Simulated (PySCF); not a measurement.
# P⁺ (phosphorus, charge +1): UHF calculation

Configuration: [Ne] 3s2 3p2, high-spin 3P determinant. Calculation: PySCF 2.14, in cc-pV(T+d)Z; no relativity, point nucleus.

```json
{"Total energy": "-340.352037 hartree", "One-electron energy": "-465.7753 hartree", "Hartree (Coulomb) energy": "147.7889 hartree", "Exchange energy": "-22.3656 hartree", "Kinetic energy": "340.32057 hartree", "⟨S²⟩": "2.0132", "⟨L²⟩": "2.039", "Sum of ⟨r⟩": "12.10 bohr", "Sum of ⟨r²⟩": "20.96 bohr²", "Traceless quadrupole moment −½Σ⟨3z² − r²⟩ along its main axis": "2.14 e·bohr²", "Density at the nucleus (Gaussians lack the cusp)": "2150 bohr⁻³", "Spin density at the nucleus": "0.0761 bohr⁻³", "Langevin diamagnetic susceptibility": "-16.6 ×10⁻⁶ cm³/mol", "Time after the integrals": "0.12 s of wall time on 1 thread of Intel(R) Xeon(R) Platinum 8559C (shared host)"}
```

| shell | electrons | mean orbital energy (hartree) | spread (hartree) | rms radius, mean of both spins (bohr) |
| --- | --- | --- | --- | --- |
| 1s α | 1 | -80.39023 | 0 | 0.120 |
| 1s β | 1 | -80.37405 | 0 | 0.120 |
| 2s α | 1 | -7.92342 | 0 | 0.562 |
| 2s β | 1 | -7.90561 | 0 | 0.562 |
| 2p α | 3 | -5.81807 | 0.01588 | 0.540 |
| 2p β | 3 | -5.78600 | 0.02021 | 0.540 |
| 3s α | 1 | -1.13830 | 0 | 1.99 |
| 3s β | 1 | -0.93470 | 0 | 1.99 |
| 3p α | 2 | -0.72514 | 0 | 2.31 |
